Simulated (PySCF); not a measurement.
CdS, SMILES [S]=[Cd].

The structure is a stationary point at B3LYP-D3(BJ)/def2-TZVPD. The def2 effective core potentials stand for the cores of Cd; spin–orbit coupling is left out.

These are HF/def2-TZVPD (PySCF) values and carry that method's errors.

Gas-phase values at a fixed geometry.

**Question.** Estimate the frontier levels, gap, dipole moment and polarisability. (Estimate from the structure and the level; the computed values follow.)

**Answer.** 
The highest occupied level is -8.55 eV, the lowest empty level is -1.51 eV and the orbital gap is 7.03 eV. The dipole moment comes out as 7.77 D and the quadrupole, principal values (traceless, Buckingham form, about the centre of nuclear charge) comes out as -0.16, -0.16, 0.33 D·Å. The mean static polarisability is 75.9 bohr³ (11.24 Å³) and the polarisability, principal values is 58.5, 58.5, 110.6 bohr³.
